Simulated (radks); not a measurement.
Values are calculated unless marked as measured or tabulated.
O1.5+, configuration [He] 2s2 2p(up 1.25, down 1.25) (fractional occupations, a model configuration).

Level of theory: non-relativistic Kohn-Sham, PBE, spin-polarised, spherical densities, point nucleus (a radial shooting solver on a logarithmic mesh with Libxc functionals).

Energy parts (hartree):
total: -73.81016
kinetic: 73.64179
electron-nucleus: -169.15921
Hartree: 29.26853
exchange-correlation: -7.56128

Orbitals (lengths in bohr, moments of r in powers of bohr; r(90%) holds 90 % of the orbital's charge):
| orbital | occ. | eigenvalue (hartree) | r(90%) | <r^4> | <r^2> |
|---|---|---|---|---|---|
| 1s | 2 | -20.01317 | 0.357 | 0.007585 | 0.05382 |
| 2s | 2 | -1.78659 | 1.67 | 3.305 | 1.335 |
| 2p | 2.5 | -1.22978 | 1.77 | 4.312 | 1.396 |

The highest occupied level is 2p at -33.464 eV. Summed over all electrons, <r^2> = 6.268 bohr^2, which gives a Langevin (diamagnetic) susceptibility term of -4.96 x 10^-6 cm^3/mol.
